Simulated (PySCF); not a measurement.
PySCF job for SeCl4, SMILES Cl[Se](Cl)(Cl)Cl, TDA-B3LYP/def2-SVPD. Coordinates come from a PBE-D3(BJ)/def2-SVP optimisation. The isomer is the one that the SMILES or the coordinates give; other isomers of the formula were not compared.

```python
import numpy as np
from pyscf import gto, scf, dft, tdscf

mol = gto.M(
    atom='''
    Se   -0.00000000    0.00000000    0.38577331
    Cl    1.72165539   -0.00000000   -1.01166988
    Cl   -0.00000000    2.34341952    0.62589658
    Cl   -1.72165537   -0.00000000   -1.01166989
    Cl   -0.00000000   -2.34341952    0.62589658
    ''',
    basis='def2-SVPD',
    charge=0,
    spin=0,
    symmetry=True,
    max_memory=1600,
    verbose=4,
)
mf = dft.RKS(mol, xc='b3lyp').density_fit(auxbasis='def2-universal-jkfit')
mf.grids.level = 3
mf.conv_tol = 1e-9
mf.max_cycle = 100
mf.kernel()
mf.grids = dft.Grids(mol).set(level=1).build(with_non0tab=True)  # coarser grid for the response kernel
td = tdscf.TDA(mf)
td.singlet = True
td.nstates = 10
td.conv_tol = 1e-4
td.positive_eig_threshold = 1e-6
td.kernel(x0=td.get_init_guess(mf, 15))
td.analyze()
tt = tdscf.TDA(mf)
tt.singlet = False
tt.nstates = 4
tt.conv_tol = 1e-4
tt.positive_eig_threshold = 1e-6
tt.kernel(x0=tt.get_init_guess(mf, 9))
tt.analyze(verbose=3)
```

Program output:

```
PySCF version 2.14.0

[INPUT] verbose = 4
[INPUT] num. atoms = 5
[INPUT] num. electrons = 102
[INPUT] charge = 0
[INPUT] spin (= nelec alpha-beta = 2S) = 0
[INPUT] symmetry True subgroup None
[INPUT] Mole.unit = angstrom
[INPUT] Symbol           X                Y                Z      unit          X                Y                Z       unit  Magmom
[INPUT]  1 Se     0.000000000000   0.000000000000   0.385773310000 AA    0.000000000000   0.000000000000   0.729005902067 Bohr   0.0
[INPUT]  2 Cl     1.721655390000   0.000000000000  -1.011669880000 AA    3.253457167981   0.000000000000  -1.911779001672 Bohr   0.0
[INPUT]  3 Cl     0.000000000000   2.343419520000   0.625896580000 AA    0.000000000000   4.428421087760   1.182773118502 Bohr   0.0
[INPUT]  4 Cl    -1.721655370000   0.000000000000  -1.011669890000 AA   -3.253457130187   0.000000000000  -1.911779020569 Bohr   0.0
[INPUT]  5 Cl     0.000000000000  -2.343419520000   0.625896580000 AA    0.000000000000  -4.428421087760   1.182773118502 Bohr   0.0

nuclear repulsion = 795.902652330892
point group symmetry = C2v
symmetry origin: [6.29908716e-09 0.00000000e+00 3.14954362e-09]
symmetry axis x: [ 1.00000000e+00  0.00000000e+00 -1.07740287e-09]
symmetry axis y: [0.00000000e+00 1.00000000e+00 2.22044605e-16]
symmetry axis z: [1.07740287e-09 0.00000000e+00 1.00000000e+00]
num. orbitals of irrep A1 = 57
num. orbitals of irrep A2 = 20
num. orbitals of irrep B1 = 36
num. orbitals of irrep B2 = 36
number of shells = 59
number of NR pGTOs = 263
number of NR cGTOs = 149
basis = def2-SVPD
ecp = {}


[settings echo left out]
init E= -4240.98916173053
HOMO (A1) = -0.311344554896392  LUMO (A1) = -0.150875367308205  gap/eV = 4.36659
cycle= 1 E= -4241.39915118489  delta_E= -0.41  |g|= 0.785  |ddm|= 2.84
HOMO (A1) = -0.297136250619977  LUMO (A1) = -0.261078050586533  gap/eV = 0.98119
cycle= 2 E= -4240.35889857367  delta_E= 1.04  |g|= 2.08  |ddm|= 3.49
HOMO (A1) = -0.320618097376893  LUMO (A1) = -0.174639559160204  gap/eV = 3.97228
cycle= 3 E= -4241.5632093397  delta_E= -1.2  |g|= 0.247  |ddm|= 2.62
HOMO (A1) = -0.297956435925661  LUMO (A1) = -0.185158320457273  gap/eV = 3.06939
cycle= 4 E= -4241.57648403698  delta_E= -0.0133  |g|= 0.133  |ddm|= 0.553
HOMO (A1) = -0.308759339819731  LUMO (A1) = -0.180083338123511  gap/eV = 3.50145
cycle= 5 E= -4241.58225850386  delta_E= -0.00577  |g|= 0.0159  |ddm|= 0.211
HOMO (A1) = -0.307392400997352  LUMO (A1) = -0.178078677518471  gap/eV = 3.51881
cycle= 6 E= -4241.58234364196  delta_E= -8.51e-05  |g|= 0.00353  |ddm|= 0.0232
HOMO (A1) = -0.307647973080455  LUMO (A1) = -0.177920012392794  gap/eV = 3.53008
cycle= 7 E= -4241.58234803865  delta_E= -4.4e-06  |g|= 0.000778  |ddm|= 0.00787
HOMO (A1) = -0.307697169565802  LUMO (A1) = -0.177992710636517  gap/eV = 3.52944
cycle= 8 E= -4241.58234823006  delta_E= -1.91e-07  |g|= 0.000306  |ddm|= 0.00154
HOMO (A1) = -0.307656239028834  LUMO (A1) = -0.177985884202829  gap/eV = 3.52851
cycle= 9 E= -4241.58234826598  delta_E= -3.59e-08  |g|= 7.95e-05  |ddm|= 0.000586
HOMO (A1) = -0.307650906730088  LUMO (A1) = -0.177994287704923  gap/eV = 3.52814
cycle= 10 E= -4241.58234826863  delta_E= -2.65e-09  |g|= 2.2e-05  |ddm|= 0.000204
HOMO (A1) = -0.307651904800958  LUMO (A1) = -0.177992277815952  gap/eV = 3.52822
cycle= 11 E= -4241.58234826882  delta_E= -1.96e-10  |g|= 5.05e-06  |ddm|= 6.6e-05
HOMO (A1) = -0.307652660573959  LUMO (A1) = -0.177992246783032  gap/eV = 3.52824
Extra cycle  E= -4241.58234826883  delta_E= -9.09e-13  |g|= 6.58e-06  |ddm|= 1.8e-05
converged SCF energy = -4241.58234826883
tot grids = 32600
Overwritten attributes  positive_eig_threshold  of <class 'pyscf.tdscf.rks.TDA'>


******** <class 'pyscf.tdscf.rks.TDA'> for <class 'pyscf.df.df_jk.DFSymAdaptedRKS'> ********
nstates = 10 singlet
deg_eia_thresh = 1.000e-03
wfnsym = None
conv_tol = 0.0001
eigh lindep = 1e-12
eigh level_shift = 0
eigh max_cycle = 100


Excitation energies (eV)
[2.65915298 3.0182119  3.07663554 3.18236048 3.22690615 3.44352141
 3.48387404 3.49944815 3.77540436 4.13798232]

** Singlet excitation energies and oscillator strengths **
Excited State   1:   A1      2.65915 eV    466.25 nm  f=0.0044
      51 -> 52       -0.69868
Excited State   2:   A2      3.01821 eV    410.79 nm  f=0.0000
      50 -> 52       -0.70555
Excited State   3:   B1      3.07664 eV    402.99 nm  f=0.0061
      48 -> 52        0.14973
      51 -> 53        0.68312
Excited State   4:   B2      3.18236 eV    389.60 nm  f=0.0043
      49 -> 52        0.67357
      50 -> 53       -0.16764
      51 -> 54        0.11881
Excited State   5:   B1      3.22691 eV    384.22 nm  f=0.0017
      48 -> 52        0.68465
      51 -> 53       -0.13953
Excited State   6:   A2      3.44352 eV    360.05 nm  f=0.0000
      49 -> 53       -0.70588
Excited State   7:   A1      3.48387 eV    355.88 nm  f=0.0000
      47 -> 52        0.55644
      48 -> 53       -0.43434
Excited State   8:   B2      3.49945 eV    354.30 nm  f=0.0073
      49 -> 52        0.12361
      50 -> 53        0.66347
      51 -> 54        0.18032
Excited State   9:   B1      3.77540 eV    328.40 nm  f=0.0002
      47 -> 53       -0.70179
Excited State  10:   A1      4.13798 eV    299.62 nm  f=0.0196
      45 -> 54        0.13097
      47 -> 52        0.40317
      48 -> 53        0.52438
      49 -> 54        0.16339

** Transition electric dipole moments (AU) **
state          X           Y           Z        Dip. S.      Osc.
  1         0.0000      0.0000     -0.2598      0.0675      0.0044
  2        -0.0000     -0.0000     -0.0000      0.0000      0.0000
  3         0.2846      0.0000     -0.0000      0.0810      0.0061
  4        -0.0000     -0.2352      0.0000      0.0553      0.0043
  5        -0.1469     -0.0000      0.0000      0.0216      0.0017
  6        -0.0000     -0.0000     -0.0000      0.0000      0.0000
  7         0.0000      0.0000     -0.0196      0.0004      0.0000
  8        -0.0000     -0.2913      0.0000      0.0849      0.0073
  9         0.0461      0.0000     -0.0000      0.0021      0.0002
 10         0.0000      0.0000     -0.4401      0.1936      0.0196

** Transition velocity dipole moments (imaginary part, AU) **
state          X           Y           Z        Dip. S.      Osc.
  1        -0.0000      0.0000      0.0453      0.0021      0.0140
  2        -0.0000     -0.0000     -0.0000      0.0000      0.0000
  3        -0.0535     -0.0000     -0.0000      0.0029      0.0169
  4        -0.0000      0.0142      0.0000      0.0002      0.0012
  5         0.0162     -0.0000      0.0000      0.0003      0.0015
  6        -0.0000     -0.0000     -0.0000      0.0000      0.0000
  7         0.0000     -0.0000      0.0105      0.0001      0.0006
  8        -0.0000      0.0102      0.0000      0.0001      0.0005
  9         0.0124      0.0000     -0.0000      0.0002      0.0007
 10        -0.0000      0.0000     -0.0076      0.0001      0.0003

** Transition magnetic dipole moments (imaginary part, AU) **
state          X           Y           Z
  1         0.0000      0.0000     -0.0000
  2         0.0000      0.0000     -0.6131
  3        -0.0000     -0.4643      0.0000
  4        -0.2470      0.0000      0.0000
  5         0.0000     -0.5528     -0.0000
  6         0.0000      0.0000     -0.2604
  7         0.0000      0.0000      0.0000
  8        -0.4925      0.0000      0.0000
  9         0.0000     -0.2020      0.0000
 10        -0.0000      0.0000      0.0000


******** <class 'pyscf.tdscf.rks.TDA'> for <class 'pyscf.df.df_jk.DFSymAdaptedRKS'> ********
nstates = 4 triplet
deg_eia_thresh = 1.000e-03
wfnsym = None
conv_tol = 0.0001
eigh lindep = 1e-12
eigh level_shift = 0
eigh max_cycle = 100


Excitation energies (eV)
[2.28251726 2.55123075 2.82424648 2.84066042]

** Triplet excitation energies and oscillator strengths **
Excited State   1:   A1      2.28252 eV    543.19 nm  f=0.0000
Excited State   2:   B1      2.55123 eV    485.98 nm  f=0.0000
Excited State   3:   A2      2.82425 eV    439.00 nm  f=0.0000
Excited State   4:   B2      2.84066 eV    436.46 nm  f=0.0000
```

The run converged.
